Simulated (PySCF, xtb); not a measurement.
Cl₂H₄OSi₂, SMILES Cl[Si]([SiH3])(O)Cl. Other conformers were not sampled.

Harmonic wavenumbers (cm⁻¹) from GFN2-xTB (xtb 6.7.1) at its own minimum, in rising order: 24, 86, 108, 157, 193, 216, 294, 362, 456, 483, 487, 540, 772, 777, 780, 783, 893, 2247, 2258, 2259, 3586.

Problem. What does r2SCAN-D4/def2-SVP run with PySCF give at its own minimum? (The exact figures need the calculation; the answer reports its results.)

Solution. 92, 114, 116, 188, 188, 237, 299, 398, 506, 516, 563, 592, 786, 855, 922, 927, 939, 2225, 2239, 2241, 3852. Paired by order, the mean absolute difference is 55 cm⁻¹ and the zero-point energies are 25.4 and 26.9 kcal/mol.
